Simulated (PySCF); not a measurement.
Input of a run (PBE0-D3(BJ)/def2-SVP geometry optimisation, gas phase (PySCF 2.14.0)), started from GFN2-xTB:
```
{"job": {"xc": "PBE0", "basis": "def2-SVP", "d3": "d3bj", "grid": 1, "kind": "geom"}, "charge": 0, "multiplicity": 1}
C     -2.731840     0.802500     0.511530
C     -1.667766    -0.289272     0.501197
C     -0.314161     0.259810     0.062545
C      0.824011    -0.758184     0.136612
C      0.630182    -1.918661    -0.834498
O      2.072014    -0.169082    -0.177301
Ge     2.723032     1.377019     0.272705
H     -2.454233     1.602615     1.194238
H     -2.849779     1.227274    -0.482850
H     -3.690862     0.398900     0.827606
H     -1.575298    -0.718404     1.501881
H     -1.981376    -1.084993    -0.176121
H     -0.044879     1.100905     0.713707
H     -0.374449     0.638144    -0.961291
H      0.873270    -1.155632     1.161948
H      1.519904    -2.542733    -0.828473
H     -0.226132    -2.522023    -0.548598
H      0.485198    -1.536026    -1.841753
H      2.696181     1.568352     1.767189
H      4.102894     1.229783    -0.261680
H      1.975170     2.506651    -0.384364
```

Output (energies in Eh, forces in Eh/bohr):
```
step   0  E = -2350.15474821  max force = 0.024199
step   1  E = -2350.15951656  max force = 0.016200
step   2  E = -2350.16046554  max force = 0.004528
step   3  E = -2350.16063482  max force = 0.001506
step   4  E = -2350.16075499  max force = 0.002288
step   5  E = -2350.16084325  max force = 0.002177
step   6  E = -2350.16085489  max force = 0.001357
step   7  E = -2350.16085231  max force = 0.000446
step   8  E = -2350.16085825  max force = 0.000291
optimisation converged
```

Summarise the run.

The energy falls by 16.0 kJ/mol over 9 energy and gradient evaluations, the largest force component goes from 0.0242 to 2.9e-04 Eh/bohr, and the atoms move by 0.283 Å rms after alignment. Among the bonds, O6–Ge7 and Ge7–H20 change most and about equally (+0.046 to +0.047 Å). Bonds longer at the end by more than 0.005 Å: 15 of 20; shorter: 1. Among the angles that change most is C4–O6–Ge7, from 130.1° to 121.6°. Among the dihedrals that turn most is C5–C4–O6–Ge7, from 164° to -161°. The energy rose by more than 1e-6 Eh at step 7. The first step brought 78 % of the lowering.

What are the final bond lengths?

C1–C2 1.521 Å, C2–C3 1.522 Å, C3–C4 1.526 Å, C4–C5 1.517 Å, C4–O6 1.413 Å, O6–Ge7 1.783 Å, C1–H8 1.102 Å, C1–H9 1.102 Å, C1–H10 1.101 Å, C2–H11 1.105 Å, C2–H12 1.103 Å, C3–H13 1.106 Å, C3–H14 1.105 Å, C4–H15 1.112 Å, C5–H16 1.099 Å, C5–H17 1.100 Å, C5–H18 1.101 Å, Ge7–H19 1.544 Å, Ge7–H20 1.534 Å, Ge7–H21 1.542 Å. Numbering counts from 1 in the input's order; the species is `CCC[C@@H](C)[O][GeH3]`.

The run used 186 basis functions and 62 SCF cycles in all.

PBE0-D3(BJ)/def2-SVP frequencies: not computed here. The numbers are those of one conformer.
